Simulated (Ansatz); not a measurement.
Computed with B3LYP-D3(BJ)/def2-TZVP (Ansatz, a program for electronic structure). No frequencies were computed at this level.

Ansatz 0.2 input:
```yaml
crystal:
  periodic: [false, false, false]
  atoms:
    - { symbol: C, position_ang: [-1.157202, 0.094235, -0.013094] }
    - { symbol: B, position_ang: [0.206898, -0.016675, -0.216995] }
    - { symbol: C, position_ang: [1.664535, -0.135646, -0.436912] }
    - { symbol: N, position_ang: [2.799874, -0.227841, -0.610717] }
    - { symbol: H, position_ang: [-1.704133, 1.024156, -0.045936] }
    - { symbol: H, position_ang: [-1.809974, -0.73823, 0.20033] }
basis:
  gaussian: { orbitals: def2-tzvp }
hamiltonian:
  xc: b3lyp
  dispersion: d3bj
relax:
  max_steps: 150
```

Output:

```
Functional definition: B3LYP
772 factors; their error is unknown
mean field evaluation 1: about -4262.8873 eV, gradient 6.6e1 eV
mean field evaluation 2: about -4250.9990 eV, gradient 9.0e1 eV
mean field evaluation 4: about -4272.1498 eV, gradient 1.2e1 eV
mean field evaluation 8: about -4272.4707 eV, gradient 1.8e-1 eV
mean field evaluation 16: about -4272.4711 eV, gradient 2.8e-5 eV
mean field -4272.47112002 eV, -157.0104176759 hartree, gradient 2.8e-5 eV, S^2 0.000000; 0 other end points of the search recorded, 0 dependent functions left out
reference -4272.47134001 eV, -157.0104257601 hartree; 13, 13 occupied and 123, 123 virtual orbitals, 772 factors
relax step   1: F+E_penalty+E_count = -4272.64320353 eV  Δ(F+E_penalty+E_count) = +0.000e0 eV  max|allowed force component| = 5.219e-1 eV/Å  Δτ_max = 0.0000 Å  (29 SCF iters, accepted)
these checks for a lower state are left out or cut short: starts, cluster_reference, orbital_swaps, neighbouring_geometries, increment
772 factors; their error is unknown
mean field -4272.48069285 eV, -157.0107694707 hartree, gradient 6.9e-6 eV, S^2 0.000000; 0 other end points of the search recorded, 0 dependent functions left out
reference -4272.48091300 eV, -157.0107775613 hartree; 13, 13 occupied and 123, 123 virtual orbitals, 772 factors
relax step   2: F+E_penalty+E_count = -4272.65305949 eV  Δ(F+E_penalty+E_count) = -9.856e-3 eV  max|allowed force component| = 9.832e-2 eV/Å  Δτ_max = 0.0171 Å  (35 SCF iters, accepted)
these checks for a lower state are left out or cut short: starts, cluster_reference, orbital_swaps, neighbouring_geometries, increment
772 factors; their error is unknown
mean field -4272.41334240 eV, -157.0082943873 hartree, gradient 2.3e-5 eV, S^2 0.000000; 0 other end points of the search recorded, 0 dependent functions left out
reference -4272.41356123 eV, -157.0083024292 hartree; 13, 13 occupied and 123, 123 virtual orbitals, 772 factors
relax step   3: F+E_penalty+E_count = -4272.58598428 eV  Δ(F+E_penalty+E_count) = +6.708e-2 eV  max|allowed force component| = 1.054e0 eV/Å  Δτ_max = 0.1117 Å  (33 SCF iters, rejected (line search))
these checks for a lower state are left out or cut short: starts, cluster_reference, orbital_swaps, neighbouring_geometries, increment
772 factors; their error is unknown
mean field evaluation 32: about -4272.4788 eV, gradient 1.1e0 eV
mean field -4272.48180552 eV, -157.0108103607 hartree, gradient 5.9e-6 eV, S^2 0.000000; 0 other end points of the search recorded, 0 dependent functions left out
reference -4272.48202621 eV, -157.0108184710 hartree; 13, 13 occupied and 123, 123 virtual orbitals, 772 factors
relax step   4: F+E_penalty+E_count = -4272.65440936 eV  Δ(F+E_penalty+E_count) = -1.350e-3 eV  max|allowed force component| = 2.836e-1 eV/Å  Δτ_max = 0.0221 Å  (35 SCF iters, accepted)
these checks for a lower state are left out or cut short: starts, cluster_reference, orbital_swaps, neighbouring_geometries, increment
772 factors; their error is unknown
mean field -4272.46937464 eV, -157.0103535344 hartree, gradient 1.2e-5 eV, S^2 0.000000; 0 other end points of the search recorded, 0 dependent functions left out
reference -4272.46959428 eV, -157.0103616059 hartree; 13, 13 occupied and 123, 123 virtual orbitals, 772 factors
relax step   5: F+E_penalty+E_count = -4272.64186076 eV  Δ(F+E_penalty+E_count) = +1.255e-2 eV  max|allowed force component| = 5.140e-1 eV/Å  Δτ_max = 0.0457 Å  (34 SCF iters, rejected (line search))
these checks for a lower state are left out or cut short: starts, cluster_reference, orbital_swaps, neighbouring_geometries, increment
772 factors; their error is unknown
mean field -4272.48288762 eV, -157.0108501272 hartree, gradient 6.7e-6 eV, S^2 0.000000; 0 other end points of the search recorded, 0 dependent functions left out
reference -4272.48310808 eV, -157.0108582290 hartree; 13, 13 occupied and 123, 123 virtual orbitals, 772 factors
relax step   6: F+E_penalty+E_count = -4272.65544489 eV  Δ(F+E_penalty+E_count) = -1.036e-3 eV  max|allowed force component| = 4.811e-2 eV/Å  Δτ_max = 0.0064 Å  (36 SCF iters, accepted)
these checks for a lower state are left out or cut short: starts, cluster_reference, orbital_swaps, neighbouring_geometries, increment
772 factors; their error is unknown
mean field -4272.48292358 eV, -157.0108514486 hartree, gradient 6.5e-6 eV, S^2 0.000000; 0 other end points of the search recorded, 0 dependent functions left out
reference -4272.48314406 eV, -157.0108595510 hartree; 13, 13 occupied and 123, 123 virtual orbitals, 772 factors
relax step   7: F+E_penalty+E_count = -4272.65545913 eV  Δ(F+E_penalty+E_count) = -1.423e-5 eV  max|allowed force component| = 1.629e-3 eV/Å  Δτ_max = 0.0007 Å  (36 SCF iters, accepted)
772 factors; their error is unknown
mean field evaluation 64: about -4272.4829 eV, gradient 4.2e-3 eV
mean field -4272.48292358 eV, -157.0108514486 hartree, gradient 6.5e-6 eV, S^2 0.000000; 1 other end points of the search recorded, 0 dependent functions left out
reference -4272.48314406 eV, -157.0108595510 hartree; 13, 13 occupied and 123, 123 virtual orbitals, 772 factors
Total energy: -4272.65567960 eV, -157.0172001154 hartree
Atom 0 at    -1.160929     0.094491    -0.012156 Å, force     0.000865    -0.000168    -0.000218 eV/Å
Atom 1 at     0.193656    -0.015761    -0.216333 Å, force     0.000579    -0.000102    -0.000016 eV/Å
Atom 2 at     1.650027    -0.134320    -0.435943 Å, force    -0.000352     0.000227    -0.000270 eV/Å
Atom 3 at     2.789579    -0.226980    -0.607934 Å, force    -0.001629     0.000029     0.000467 eV/Å
Atom 4 at    -1.681671     1.045227    -0.051826 Å, force     0.000270    -0.000332     0.000063 eV/Å
Atom 5 at    -1.790664    -0.762659     0.200868 Å, force     0.000268     0.000346    -0.000025 eV/Å
Dipole moment:    -0.523394     0.042571     0.078953 e Å
```

Cost: very roughly 30 core-seconds.
